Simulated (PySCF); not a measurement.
C$_{4}$H$_{10}$BFO, singlet, geometry from GFN2-xTB, atoms displaced at random by about 0.03 Å a coordinate; B3LYP/STO-3G, gradient (PySCF).

The PySCF input:
```python
from pyscf import gto, scf, dft

mol = gto.M(
    atom='''
B    -0.47866862    1.30281147    0.98079808
F     0.04216591    2.31591246    0.28275797
O    -1.05009606    1.52850034    2.13280365
H    -0.99712684    2.47487608    2.41731578
C    -0.45215284   -0.26232289    0.33364565
C     0.88392893   -0.53648138   -0.35647513
C     0.94184495   -1.98733249   -0.95684519
C    -0.00419407   -2.13732548   -2.05341247
H    -0.60257259   -0.88689083    1.17932480
H    -1.25214392   -0.28717033   -0.36312763
H     1.01432807    0.17399018   -1.22487915
H     1.70586099   -0.42764131    0.35211354
H     1.86509221   -2.14346718   -1.31698097
H     0.71305563   -2.64440208   -0.11255890
H     0.12934843   -1.43588147   -2.83584605
H    -1.09859324   -2.07610672   -1.75732787
H     0.03300782   -3.14474778   -2.50588999
''',
    basis='sto-3g',
    verbose=4,
)

mf = dft.RKS(mol)
mf.xc = 'b3lyp'
mf.grids.level = 1
mf.kernel()
g = mf.nuc_grad_method()
g.grid_response = False
grad = g.kernel()
```

The log (banner, timings and long lists left out):

```
PySCF version 2.14.0

[INPUT] verbose = 4
[INPUT] num. atoms = 17
[INPUT] num. electrons = 56
[INPUT] charge = 0
[INPUT] spin (= nelec alpha-beta = 2S) = 0
[INPUT] symmetry False subgroup None
[INPUT] Mole.unit = angstrom
[INPUT] Symbol           X                Y                Z      unit          X                Y                Z       unit  Magmom
[...]
nuclear repulsion = 295.723698756259
number of shells = 31
number of NR pGTOs = 135
number of NR cGTOs = 45
basis = sto-3g
ecp = {}

******** <class 'pyscf.dft.rks.RKS'> ********
method = RKS
initial guess = minao
damping factor = 0
level_shift factor = 0
DIIS = <class 'pyscf.scf.diis.CDIIS'>
diis_start_cycle = 1
diis_space = 8
diis_damp = 0
SCF conv_tol = 1e-09
SCF conv_tol_grad = None
SCF max_cycles = 50
direct_scf = True
direct_scf_tol = 1e-13
XC library pyscf.dft.libxc version 7.1.2
    S. Lehtola, C. Steigemann, M. J. T. Oliveira, and M. A. L. Marques,  SoftwareX 7, 1–5 (2018)
XC functionals = b3lyp
    P. J. Stephens, F. J. Devlin, C. F. Chabalowski, and M. J. Frisch,  J. Phys. Chem. 98, 11623 (1994)
radial grids:
    Treutler-Ahlrichs [JCP 102, 346 (1995); DOI:10.1063/1.469408] (M4) radial grids

becke partition: Becke, JCP 88, 2547 (1988); DOI:10.1063/1.454033
pruning grids: <function nwchem_prune>
grids dens level: 1
symmetrized grids: False
atomic radii adjust function: <function treutler_atomic_radii_adjust>
small_rho_cutoff = 0
Set gradient conv threshold to 3.16228e-05
Initial guess from minao.
tot grids = 61104
init E= -354.402710726161
[...]
cycle= 1 E= -353.643747063237  delta_E= 0.759  |g|= 0.587  |ddm|= 4.91
[...]
cycle= 2 E= -353.633112285571  delta_E= 0.0106  |g|= 0.672  |ddm|= 1.53
[...]
cycle= 3 E= -353.763036015202  delta_E= -0.13  |g|= 0.0686  |ddm|= 0.787
[...]
cycle= 4 E= -353.764430057652  delta_E= -0.00139  |g|= 0.0284  |ddm|= 0.131
[...]
cycle= 5 E= -353.764678591487  delta_E= -0.000249  |g|= 0.00427  |ddm|= 0.0394
[...]
cycle= 6 E= -353.76468387764  delta_E= -5.29e-06  |g|= 0.00133  |ddm|= 0.007
[...]
cycle= 7 E= -353.764684484597  delta_E= -6.07e-07  |g|= 0.000101  |ddm|= 0.00208
[...]
cycle= 8 E= -353.76468448737  delta_E= -2.77e-09  |g|= 4.2e-05  |ddm|= 0.000184
[...]
cycle= 9 E= -353.764684487925  delta_E= -5.55e-10  |g|= 2.48e-06  |ddm|= 5.81e-05
[...]
Extra cycle  E= -353.764684487923  delta_E= 1.93e-12  |g|= 1.79e-06  |ddm|= 6.12e-06
converged SCF energy = -353.764684487923

******** <class 'pyscf.grad.rks.Gradients'> for <class 'pyscf.dft.rks.RKS'> ********
unit = Eh/Bohr
grid_response = False
--------------- RKS gradients ---------------
         x                y                z
0 B    -0.0309244854     0.0315348706     0.0801015377
1 F    -0.0017464753     0.0004265984     0.0004096823
2 O     0.0319557508     0.0212983021    -0.0569321180
3 H    -0.0013721952    -0.0261033391    -0.0054259270
4 C    -0.0195993836    -0.0809888813    -0.0310647899
5 C    -0.0034991046     0.0011164948     0.0322827798
6 C     0.0519859508    -0.0415062299    -0.0805247077
7 C     0.0908980561     0.0498807163     0.0284969841
8 H     0.0095647069     0.0298746949    -0.0166641021
9 H     0.0267530339     0.0119528445     0.0187275757
10 H    -0.0024323593     0.0068918118    -0.0190825450
11 H    -0.0091136655    -0.0047539942    -0.0039062118
12 H    -0.0951883198     0.0206209052     0.0275257068
13 H    -0.0034983969     0.0125225364     0.0016357378
14 H    -0.0092157405    -0.0251305689     0.0248642602
15 H    -0.0253812530    -0.0063489720    -0.0013327082
16 H    -0.0087125943    -0.0014852176     0.0012127290
----------------------------------------------
```
